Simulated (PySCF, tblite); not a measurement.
Isomers of C3H6FSi (doublet state), one GFN2-xTB conformer each. Single-point energies are computed at B3LYP/pcH-1 (PySCF, gas phase, no added dispersion term), electronic only. GFN2-xTB treats the open shell by occupation alone, and not every SCF solution was tested for stability.

**Question.** Rank them by B3LYP/pcH-1 energy, lowest first (kJ/mol).
A. `[CH2:1]=[C:2][CH2:3][SiH2:4][F:5]` (doublet state) with C1–C2–C3–Si4 0°, C2–C3–Si4–F5 180°
B. `[H]/[C:1]=[CH:2]\[CH2:3][SiH2:4][F:5]` (doublet state) with C1–C2–C3–Si4 114°, C2–C3–Si4–F5 179°

**Answer.** A (0.0), B (21.3).

GFN2-xTB itself gives, in the same order: 0.0, 27.8. Both levels put the same isomer lowest.

**Question.** What happens when harmonic zero-point energies from GFN2-xTB frequencies are added?

**Answer.** 
| SMILES | ZPE (kJ/mol) | electronic (kJ/mol) | with ZPE (kJ/mol) |
| --- | --- | --- | --- |
| C=[C]C[SiH2]F | 192.6 | 0.0 | 0.0 |
| [H]/[C]=C\C[SiH2]F | 194.1 | 21.3 | 22.8 |

The zero-point energies span 1.5 kJ/mol. The order is unchanged.

**Question.** As an exercise, what shares would exp(−E/RT) give at 500 K from these electronic energies alone (no entropy, no degeneracies)?

**Answer.** RT = 4.157 kJ/mol: C=[C]C[SiH2]F 99.4 %, [H]/[C]=C\C[SiH2]F 0.6 %.
